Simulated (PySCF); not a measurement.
A series of related molecules.

All values: PBE0/pcSseg-1 (PySCF) at GFN2-xTB geometries, gas phase, one conformer each.

Task: Rank by LUMO energy, highest first.
A. `ClC[SiH2]CC1(Cl)CC1`
B. `Cl[SiH2][SiH2]C1(Cl)CC1`
C. `ClC[SiH2]C1(Cl)CC1`

Result: A (0.40 eV), C (0.23 eV), B (-0.62 eV).

Task: Rank by dipole moment, lowest first.
A. `[CH3:1][CH2:2][Si@H:3]([CH2:4][Cl:5])[C:6]1([Cl:7])[CH2:8][CH2:9]1` with C1–C2–Si3–C4 175°, C2–Si3–C4–Cl5 67°, C2–Si3–C6–Cl7 60°
B. `[Cl:1][CH2:2][SiH2:3][C:4]1([Cl:5])[CH:6]=[CH:7]1` with Cl1–C2–Si3–C4 65°, C2–Si3–C4–Cl5 70°
C. `[Cl:1][CH2:2][SiH2:3][C:4]1([Cl:5])[CH2:6][CH2:7]1` with Cl1–C2–Si3–C4 -68°, C2–Si3–C4–Cl5 -64°
D. `[Cl:1][CH2:2][SiH2:3][CH2:4][C:5]1([Cl:6])[CH2:7][CH2:8]1` with Cl1–C2–Si3–C4 -63°, C2–Si3–C4–C5 -49°, Si3–C4–C5–Cl6 -55°
E. `[Cl:1][SiH2:2][CH2:3][SiH2:4][C:5]1([Cl:6])[CH2:7][CH2:8]1` with Cl1–Si2–C3–Si4 51°, Si2–C3–Si4–C5 63°, C3–Si4–C5–Cl6 -72°

Result: D (0.66 D), C (1.62 D), B (1.89 D), A (2.14 D), E (3.25 D).

Task: Rank by HOMO–LUMO gap, highest first.
A. `CC[Si@H](CCl)C1(Cl)CC1`
B. `Cl[SiH2][SiH2]C1(Cl)CC1`
C. `ClC[SiH2]C1(Cl)C=C1`

Result: A (8.17 eV), B (7.32 eV), C (7.02 eV).

All values together:

| SMILES | change | formula | μ (D) | HOMO (eV) | LUMO (eV) | lowest IAO charge (e) | highest IAO charge (e) | lowest Hirshfeld charge (e) | highest Hirshfeld charge (e) |
| --- | --- | --- | --- | --- | --- | --- | --- | --- | --- |
| ClC[SiH2]C1(Cl)CC1 | parent | C4H8Cl2Si | 1.62 | -7.89 | 0.23 | -0.528 (C) | +0.781 (Si) | -0.127 (C) | +0.329 (Si) |
| ClC[SiH2]CC1(Cl)CC1 | CH2 inserted into a Si-C bond | C5H10Cl2Si | 0.66 | -7.73 | 0.40 | -0.537 (C) | +0.764 (Si) | -0.163 (C) | +0.323 (Si) |
| Cl[SiH2][SiH2]C1(Cl)CC1 | C replaced by Si | C3H8Cl2Si2 | 1.75 | -7.94 | -0.62 | -0.315 (Cl) | +0.519 (Si) | -0.123 (Cl) | +0.255 (Si) |
| ClC[SiH2]C1(Cl)C=C1 | C-C bond made double | C4H6Cl2Si | 1.89 | -7.74 | -0.71 | -0.528 (C) | +0.772 (Si) | -0.126 (C) | +0.317 (Si) |
| CC[Si@H](CCl)C1(Cl)CC1 | H on Si replaced by C2H5 | C6H12Cl2Si | 2.14 | -7.75 | 0.42 | -0.534 (C) | +0.920 (Si) | -0.157 (C) | +0.351 (Si) |
| Cl[SiH2]C[SiH2]C1(Cl)CC1 | SiH2 inserted into a Cl-C bond | C4H10Cl2Si2 | 3.25 | -7.87 | 0.36 | -0.839 (C) | +0.807 (Si) | -0.250 (C) | +0.334 (Si) |

Conformers: `[Cl:1][CH2:2][SiH2:3][C:4]1([Cl:5])[CH2:6][CH2:7]1` with Cl1–C2–Si3–C4 -68°, C2–Si3–C4–Cl5 -64°; `[Cl:1][CH2:2][SiH2:3][CH2:4][C:5]1([Cl:6])[CH2:7][CH2:8]1` with Cl1–C2–Si3–C4 -63°, C2–Si3–C4–C5 -49°, Si3–C4–C5–Cl6 -55°; `[Cl:1][SiH2:2][SiH2:3][C:4]1([Cl:5])[CH2:6][CH2:7]1` with Cl1–Si2–Si3–C4 -60°, Si2–Si3–C4–Cl5 -64°; `[Cl:1][CH2:2][SiH2:3][C:4]1([Cl:5])[CH:6]=[CH:7]1` with Cl1–C2–Si3–C4 65°, C2–Si3–C4–Cl5 70°; `[CH3:1][CH2:2][Si@H:3]([CH2:4][Cl:5])[C:6]1([Cl:7])[CH2:8][CH2:9]1` with C1–C2–Si3–C4 175°, C2–Si3–C4–Cl5 67°, C2–Si3–C6–Cl7 60°; `[Cl:1][SiH2:2][CH2:3][SiH2:4][C:5]1([Cl:6])[CH2:7][CH2:8]1` with Cl1–Si2–C3–Si4 51°, Si2–C3–Si4–C5 63°, C3–Si4–C5–Cl6 -72°.

Task: Give the shifts from the parent, `ClC[SiH2]C1(Cl)CC1`.

Result: 
| SMILES | change in μ (D) | change in HOMO (eV) | change in LUMO (eV) |
| --- | --- | --- | --- |
| ClC[SiH2]CC1(Cl)CC1 | -0.96 | +0.16 | +0.17 |
| Cl[SiH2][SiH2]C1(Cl)CC1 | +0.13 | -0.05 | -0.85 |
| ClC[SiH2]C1(Cl)C=C1 | +0.27 | +0.15 | -0.94 |
| CC[Si@H](CCl)C1(Cl)CC1 | +0.52 | +0.14 | +0.19 |
| Cl[SiH2]C[SiH2]C1(Cl)CC1 | +1.63 | +0.02 | +0.13 |
